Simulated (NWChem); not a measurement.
System: BeH₂S₂; SMILES [SH][Be][SH]

```xyz
5

Be     0.0000     0.0000     0.0555
S     -0.0970    -1.8969     0.0717
H      0.8499    -1.9964    -0.8792
S      0.0970     1.8969     0.0717
H     -0.8499     1.9964    -0.8792
```
Atoms are numbered in this order, from 1.

All runs: NWChem. Pople sets run with spherical d functions. Structure relaxed at the PBE0-D3(BJ)/def2-TZVP level. Vzz is the largest principal value of the second derivative of the potential at the nucleus (NWChem prints the opposite sign); η is the asymmetry. Non-relativistic.

For level CAM-B3LYP/6-31G*:

```yaml
Vzz Be1 (a.u.): -0.179
Vzz S4 (a.u.): 1.737
"η S4": 0.63
```

Estimate the same quantities for level B3LYP/def2-SVP.

The vzz Be1 (a.u.) comes out as -0.149. The vzz S4 (a.u.) comes out as 1.781 and the η S4 comes out as 0.45.
